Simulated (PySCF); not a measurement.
# Diatomics with 163 electrons

MP2 in PySCF with def2-SVP on every atom (core potentials on Hg, Tl, Pb, Bi), for the lowest determinant that a PBE0 search found; no spin–orbit coupling. All have 163 electrons, 7 of them in the valence shells, and the same state, a quartet (σ ↑, π ↑↑). For ions De leads to the atom and ion picked by measured ionisation energies and electron affinities.

| species | difference of nuclear charges | Re (Å) | ωe (cm⁻¹) | k (mdyn/Å) | De (eV) | dissociates to |
| --- | --- | --- | --- | --- | --- | --- |
| TlPb | 1 | 2.965 | 109 | 0.729 | 1.66 | Tl + Pb |
| HgBi | 3 | 4.112 | 17.3 | 0.0182 | 0.04 | Hg + Bi |
| Pb₂⁺ | 0 | 2.927 | 125 | 0.959 | 2.20 | Pb⁺ + Pb |
| TlBi⁺ | 2 | 3.478 | 48.7 | 0.144 | n/a | Tl⁺ + Bi |

Question: Which member of the whole set has the stiffest bond, and how does it compare with the softest?

Answer: Pb₂⁺ with k = 0.959 mdyn/Å, 53 times that of HgBi.

Correlated steps freeze the inner cores (4 to 8 orbitals); shallow outer-core shells are correlated. Weak bonds: HgBi. Basis-set superposition, not corrected here, can be much of De in a small basis, most of all at correlated wavefunction levels. These are scalar-relativistic numbers at best; spin–orbit coupling would shift them, the dissociation energy most. States were picked by a PBE0 search and need not be the measured ground states.
